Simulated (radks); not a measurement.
Results of a calculation; reference values are marked as such.
All-electron atom: the dysprosium ion Dy2+ in [Xe] 4f10. Level of theory: scalar-relativistic Kohn-Sham, BLYP, spin-polarised, spherical densities, finite nucleus; open shells are filled with parallel spins first (spin-orbit coupling, left out, can overturn this in heavy ions); Fermi nuclear charge, rms radius 5.2218 fm (a radial shooting solver on a logarithmic mesh with Libxc functionals).

Radial electron density D(r) = 4 pi r^2 rho(r):

```
   r/bohr * D(r) (the largest magnitude, 118, reaches the edge; | marks zero)
  0.00133 |  *
 0.001524 |   *
 0.001759 |    *
 0.002016 |      *
 0.002328 |       *
 0.002667 |         *
  0.00308 |           *
 0.003529 |             *
 0.004076 |                *
 0.004669 |                   *
  0.00535 |                      *
 0.006178 |                          *
 0.007078 |                             *
 0.008175 |                                 *
 0.009365 |                                    *
  0.01082 |                                      *
  0.01239 |                                        *
  0.01431 |                                        *
   0.0164 |                                        *
  0.01894 |                                       *
  0.02169 |                                     *
  0.02505 |                                    *
   0.0287 |                                    *
  0.03289 |                                     *
  0.03798 |                                        *
  0.04351 |                                            *
  0.05025 |                                                 *
  0.05757 |                                                     *
  0.06649 |                                                      *
  0.07617 |                                                    *
  0.08797 |                                               *
   0.1008 |                                           *
   0.1164 |                                        *
   0.1334 |                                          *
   0.1528 |                                             *
   0.1764 |                                                *
   0.2022 |                                              *
   0.2335 |                                       *
   0.2675 |                              *
   0.3089 |                       *
   0.3539 |                    *
   0.4087 |                      *
   0.4683 |                        *
   0.5408 |                        *
   0.6196 |                    *
   0.7155 |               *
   0.8198 |          *
   0.9392 |       *
    1.085 |      *
    1.243 |     *
    1.435 |   *
    1.644 |  *
    1.899 | *
    2.176 |*
    2.512 |*
    2.879 *
    3.324 *
    3.809 *
    4.399 *
    5.039 *
```

D(r) has 4 maxima, at r = 0.0145, 0.0649, 0.181, 0.495 bohr, and minima at 0.0278, 0.119, 0.354 bohr, inside which lie 1.92, 11.16, 29.47 electrons.
